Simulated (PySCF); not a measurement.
CClF₂NOSi. Atoms are numbered in the order given.

```xyz
7

O      0.4255     3.4550     0.0000
C      0.1543     2.3221     0.0000
N     -0.1370     1.1551     0.0000
Si    -0.3698    -0.5108     0.0000
F     -1.2182    -0.9329     1.2906
F     -1.2182    -0.9329    -1.2906
Cl     1.3961    -1.5128     0.0000
```

Geometry: B3LYP-D3(BJ)/def2-SVP. The values are those of a single conformer.

Computed with PBE/def2-TZVP in PySCF.

```
Property                                                                                                       Result
---------------------------------------------------------------------------------------------  ----------------------
total energy                                                                                      -1117.18973 hartree
point group                                                                                                        Cs
highest occupied level                                                                                       -8.18 eV
lowest empty level                                                                                           -1.24 eV
orbital gap                                                                                                   6.94 eV
dipole moment                                                                                                  0.54 D
quadrupole, principal values (traceless, Buckingham form, about the centre of nuclear charge)   -5.35, 1.24, 4.11 D·Å
mean static polarisability                                                                       53.7 bohr³ (7.96 Å³)
polarisability, principal values                                                               38.3, 47.0, 75.8 bohr³
```
